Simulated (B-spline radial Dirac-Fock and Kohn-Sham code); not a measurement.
## X-ray emission lines of Zr²²⁺

System: the Zr²²⁺ ion in the configuration 1s2 2s2 2p6 3s2 3p6.

Model: ΔSCF Dirac-Fock with Breit, self-energy and vacuum polarisation, finite nucleus, configuration average. Program: a B-spline atomic structure program. A line energy is the difference of two single-hole energies; the list is a selection of electric-dipole transitions between resolved j subshells. Correlation energy is missing from these numbers.

```
 line  energy (keV)  wavelength (Å)
 K-M3        17.854         0.69443
 K-M2        17.836         0.69515
 K-L3        15.787         0.78537
 K-L2        15.701         0.78966
L1-M3        2.3776          5.2147
L1-M2        2.3592          5.2554
L2-M1        2.0479          6.0542
L3-M1        1.9621          6.3189
```

Values without a named source are computed, but for edge energies of neutral atoms, which are taken from tables.
